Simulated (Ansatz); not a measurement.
`[F][GeH2][C]1=CC1` + CH₃NH₂ → `C[NH][GeH2][F]` + `C1=CC1` at 700 K and 1 bar (ligand exchange at a Ge–C bond).

Gas-phase electronic energies from Ansatz, PBE0-D4/def2-TZVP geometries. CCSD(T)/CBS adds triple-zeta CCSD(T) − MP2 to the extrapolated MP2 energy (def2 sets, frozen cores). This one scheme is used for every species. For Ge outer-core shells are correlated without core-valence functions, which leaves a few kJ/mol of doubt a bond. Scalar relativity is left out up to krypton. One conformer a species, not always the lowest.

| species | CCSD(T)/CBS energy (Eh) | H − E (kJ/mol) | S (J/(mol·K)) |
| --- | --- | --- | --- |
| `[F][GeH2][C]1=CC1` | -2293.00868 | 246.5 | 456.3 |
| CH₃NH₂ | -95.75281 | 207.6 | 296.6 |
| `C[NH][GeH2][F]` | -2272.30685 | 261.3 | 437.1 |
| `C1=CC1` | -116.45901 | 189.7 | 305.0 |

H − E and S are ideal-gas, rigid-rotor, harmonic terms from PBE0-D4/def2-TZVP, for one conformer and one mirror image of each species. 1 Eh = 2625.50 kJ/mol, R = 8.31446 J/(mol·K).

Problem. By hand: ΔE, ΔH, ΔS and ΔG.

Solution. ΔE = (-2272.30685) + (-116.45901) − (-2293.00868) − (-95.75281) = -0.00437 Eh = -11.5 kJ/mol. Δ(H − E) = 261.3 + 189.7 − 246.5 − 207.6 = -3.1, so ΔH = -14.6 kJ/mol. ΔS = 437.1 + 305.0 − 456.3 − 296.6 = -10.8 J/(mol·K). ΔG = -14.6 − 700 × (-10.8)/1000 = -7.0 kJ/mol.

Problem. By hand: the equilibrium constant, and the temperature at which ΔG would vanish if ΔH and ΔS stayed fixed.

Solution. log₁₀ K = −ΔG/(RT ln 10) = 0.5. ΔG = 0 at ΔH/ΔS = 1352 K, though so small a ΔS makes that figure unsure.

TΔS isn't small against ΔH here. A doubt of 5 kJ/mol in ΔE shifts log₁₀ K by 0.4 here. Other conformers and mirror images would add mixing entropy, several J/(mol·K) or more a flexible species. Modes under 60 cm⁻¹, often nearly free rotors, make the harmonic entropy too high. These are equilibria of isolated gas molecules and say nothing of rates. Largest T1 diagnostic: 0.011 (customary marks: 0.02 for closed shells, 0.045 for open ones).
